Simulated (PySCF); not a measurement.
# Telling isomers of C₇H₈F₃N apart by NMR

[PySCF: GFN2-xTB geometry; GIAO PBE0/pcSseg-1 shieldings; in vacuum; non-relativistic Hamiltonian; fast rotation and ring inversion assumed for equivalent nuclei; a single conformation]

Referencing at the same level of theory: ¹H (σref 31.72) and ¹³C (σref 186.93) against TMS. Splittings of carbon signals by F and P are missing where no couplings were computed. Where no couplings were computed, multiplicities follow the n + 1 count of equivalent neighbours, and m marks all less simple cases (inequivalent or close neighbours, rings, F or P nearby). Shifts are as computed. Against solution values, carbons near 30 ppm lie about +3 ppm off and those near 130 ppm about +5 ppm. Of 1211 compounds with measured shifts, 218 miss one by over three times the rms of a fit or turn the order of signals round; such compounds aren't used in these exercises.

(1) Tabulate the signals of `C[C@H](C#N)[C@@H](C)C(F)=C(F)F`, `Cn1ccc(CC(F)(F)F)c1`, `C=C(CC#N)CCC(F)(F)F` and their relative energies.

(2) What is the quickest way to tell C[C@H](C#N)[C@@H](C)C(F)=C(F)F from Cn1ccc(CC(F)(F)F)c1?

(3) What is the quickest way to tell C[C@H](C#N)[C@@H](C)C(F)=C(F)F from C=C(CC#N)CCC(F)(F)F?

(4) What is the quickest way to tell Cn1ccc(CC(F)(F)F)c1 from C=C(CC#N)CCC(F)(F)F?

## Answers

(1) 
```json
{"SMILES": "C[C@H](C#N)[C@@H](C)C(F)=C(F)F", "carbon types": "3×C 2×CH 2×CH3", "δC": "167.3, 138.4, 126.8, 41.9, 28.6, 20.0, 19.6", "δH": "2.53 (m, 1H), 2.49 (m, 1H), 1.60 (d, 3H), 1.41 (d, 3H)", "E rel. (kcal/mol)": "43.1"}
{"SMILES": "Cn1ccc(CC(F)(F)F)c1", "carbon types": "2×C 3×CH 1×CH2 1×CH3", "δC": "135.2, 125.3, 124.8, 119.3, 116.8, 37.4, 37.0", "δH": "6.60 (m, 1H), 6.49 (m, 1H), 6.37 (m, 1H), 3.75 (s, 3H), 3.19 (m, 2H)", "E rel. (kcal/mol)": "0.0"}
{"SMILES": "C=C(CC#N)CCC(F)(F)F", "carbon types": "3×C 4×CH2", "δC": "150.5, 136.2, 124.7, 122.2, 41.3, 29.8, 28.8", "δH": "5.64 (br s, 1H), 5.47 (br s, 1H), 3.11 (s, 2H), 2.59 (t, 2H), 2.32 (m, 2H)", "E rel. (kcal/mol)": "22.1"}
```

Energies are electronic energies at PBE0/pcSseg-1 on these geometries, without zero-point or thermal terms, each for the one conformer computed, which needn't be the lowest.

(2) Both give the same number of carbon signals, but DEPT or the intensities differ. The first has an allylic sp3 CH at 41.9 ppm, the second an aromatic CH next to a ring nitrogen at 125.3 ppm. Their most deshielded carbons lie at 167.3 and 135.2 ppm. In the proton spectra the most deshielded non-exchanging signals are 2.53 (m, 1H) and 6.60 (m, 1H).

(3) Both give the same number of carbon signals, but DEPT or the intensities differ. The first has an allylic sp3 CH at 41.9 ppm, the second a terminal =CH2 carbon at 124.7 ppm. Their most deshielded carbons lie at 167.3 and 150.5 ppm. In the proton spectra the most deshielded non-exchanging signals are 2.53 (m, 1H) and 5.64 (br s, 1H).

(4) Both give the same number of carbon signals, but DEPT or the intensities differ. The first has an aromatic CH next to a ring nitrogen at 125.3 ppm, the second a terminal =CH2 carbon at 124.7 ppm. Their most deshielded carbons lie at 135.2 and 150.5 ppm. In the proton spectra the most deshielded non-exchanging signals are 6.60 (m, 1H) and 5.64 (br s, 1H).
